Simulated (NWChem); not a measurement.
Molecule: Si2NH4OF; SMILES F[Si@H]1N[SiH2]O1

```xyz
9

F      0.0546    -2.0976     0.5882
Si    -0.0138    -0.8319    -0.4385
N     -1.2238     0.3627    -0.0609
Si     0.0481     1.5501     0.2334
O      1.1913     0.3214    -0.1276
H      0.0257    -1.4382    -1.7979
H     -2.2426     0.3844    -0.0777
H      0.1129     2.6952    -0.7349
H      0.1683     2.0725     1.6354
```
Atoms are numbered in this order, from 1.

Computed with NWChem. Medium grid unless said otherwise, to which SCAN and Minnesota functionals are sensitive. Geometry: optimised at PBE-D3(BJ)/def2-SVP.

**Question.** Order these by “dipole (D)”, lowest first: PW6B95/def2-SVP; MN15-L/def2-SVP; B97-D/def2-SVP; r2SCAN0/def2-SVP.

**Answer.** B97-D/def2-SVP (2.70), MN15-L/def2-SVP (2.77), PW6B95/def2-SVP (2.86), r2SCAN0/def2-SVP (2.92)
